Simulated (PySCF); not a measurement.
As⁻ (arsenic, charge -1) across methods

[Ar] 3d10 4s2 4p4, high-spin 3P determinant. Calculation: PySCF 2.14, in aug-cc-pwCVTZ-PP with ECP10MDF; a scalar-relativistic core potential. The B2PLYP total includes its PT2 part (frozen core); its orbital energies are those of the SCF part.

```json
{"method": "B2PLYP", "E (hartree)": "-332.0621", "mean ε 4s β (eV)": "-8.887", "mean ε 4p α (eV)": "-0.997", "mean ε 4p β (eV)": "0.386", "Σ⟨r²⟩ (bohr²)": "62.21", "⟨S²⟩": "2.012"}
{"method": "r2SCAN", "E (hartree)": "-332.3365", "mean ε 4s β (eV)": "-6.711", "mean ε 4p α (eV)": "0.434", "mean ε 4p β (eV)": "1.593", "Σ⟨r²⟩ (bohr²)": "62.11", "⟨S²⟩": "2.014"}
{"method": "LDA", "E (hartree)": "-331.9605", "mean ε 4s β (eV)": "-7.098", "mean ε 4p α (eV)": "0.595", "mean ε 4p β (eV)": "1.613", "Σ⟨r²⟩ (bohr²)": "63.87", "⟨S²⟩": "2.007"}
{"method": "M06-L", "E (hartree)": "-332.4782", "mean ε 4s β (eV)": "-6.669", "mean ε 4p α (eV)": "0.643", "mean ε 4p β (eV)": "1.731", "Σ⟨r²⟩ (bohr²)": "62.78", "⟨S²⟩": "2.013"}
{"method": "UHF", "E (hartree)": "-331.19933", "mean ε 4s β (eV)": "-10.226", "mean ε 4p α (eV)": "-2.656", "mean ε 4p β (eV)": "-0.593", "Σ⟨r²⟩ (bohr²)": "61.49", "⟨S²⟩": "2.024"}
{"method": "PBE", "E (hartree)": "-332.4616", "mean ε 4s β (eV)": "-6.713", "mean ε 4p α (eV)": "0.672", "mean ε 4p β (eV)": "1.706", "Σ⟨r²⟩ (bohr²)": "63.91", "⟨S²⟩": "2.008"}
{"method": "wB97X-V", "E (hartree)": "-332.4182", "mean ε 4s β (eV)": "-10.379", "mean ε 4p α (eV)": "-2.138", "mean ε 4p β (eV)": "-0.983", "Σ⟨r²⟩ (bohr²)": "61.04", "⟨S²⟩": "2.006"}
{"method": "PBEsol", "E (hartree)": "-332.1237", "mean ε 4s β (eV)": "-6.735", "mean ε 4p α (eV)": "0.679", "mean ε 4p β (eV)": "1.736", "Σ⟨r²⟩ (bohr²)": "63.61", "⟨S²⟩": "2.008"}
{"method": "PBE0", "E (hartree)": "-332.4211", "mean ε 4s β (eV)": "-7.792", "mean ε 4p α (eV)": "-0.225", "mean ε 4p β (eV)": "0.990", "Σ⟨r²⟩ (bohr²)": "62.09", "⟨S²⟩": "2.009"}
```

Energies and moments cover only the electrons outside the core potential.

The highest occupied level is positive at B2PLYP, r2SCAN, LDA, M06-L, PBE, PBEsol, PBE0: only the finite basis holds that electron, which in a density functional comes from self-interaction.
